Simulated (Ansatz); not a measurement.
Harmonic frequencies (cm⁻¹) at PBE0-D4/def2-TZVP from Ansatz: 110, 122, 138, 260, 287, 330, 367, 643, 708, 722, 906, 928, 2434, 2439, 2448.

Each molecule was computed in one conformer, which needn't be the lowest.

Question: Which molecule is it?
A. `NB(F)Br`
B. `[SiH3]BCl`
C. `OB(O)S`
D. `[SeH]B([SeH])[SeH]`

Answer: D.
